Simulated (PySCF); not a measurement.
LaO: f occupation and spin

Unrestricted PBE0; PySCF, spin-free X2C with a Gaussian nucleus, basis sets La x2c-SVPall, O x2c-SVPall. The search starts from ions with several 4f fillings and holds each by maximum overlap.

The lowest solution has 2Ms+1 = 2, about 0.1 4f electrons, near 1.84 Å.

Solutions at the starting distance of 2.019 Å, counted from the lowest; the search is not exhaustive:

| 2Ms+1 | 4f population | E (eV) | ⟨S²⟩ | ⟨Lz²⟩ | μ (D) |
| --- | --- | --- | --- | --- | --- |
| 2 | 0.15 | 0.00 | 0.75 | 0.0 | -4.75 |
| 2 | 0.13 | 0.73 | 0.75 | 4.0 | -7.78 |
| 2 | 0.17 | 1.42 | 0.75 | 1.0 | -4.58 |
| 4 | 0.11 | 3.12 | 3.75 | 4.0 | -2.41 |
| 4 | 0.14 | 3.89 | 3.75 | 1.0 | -0.37 |

Partly filled real f orbitals mix terms, so no term symbols are given. A positive dipole means La(−)O(+).

Spin–orbit coupling is left out. Counting both spins, an empty level lies below a filled one in some of these solutions, because spin and occupation are held. With d or f electrons several states lie close, and the lowest PBE0 determinant need not be the measured ground state.
